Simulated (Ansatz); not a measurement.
A run for Ansatz (an electronic-structure program): FCI/6-31G on PN, a point of a bond scan (R = 2.965 Å).

Ansatz 0.2 input:
```yaml
crystal:
  periodic: [false, false, false]
  atoms:
    - {symbol: P, position_ang: [-0.00000000, -0.00000000, -0.47178081]}
    - {symbol: N, position_ang: [0.00000000, 0.00000000, 2.49369859]}
basis:
  gaussian:
    orbitals: 6-31G
magnetization: {spin_polarized: false}
correlation: {method: fci, electrons: outside_noble_gas}
```

Q: Give the final energy of this run.

A: -395.1287 hartree.

Q: How many basis functions does it have, and what does it roughly cost on one machine?

A: 22 functions; about 3 core-minutes (a rough figure).
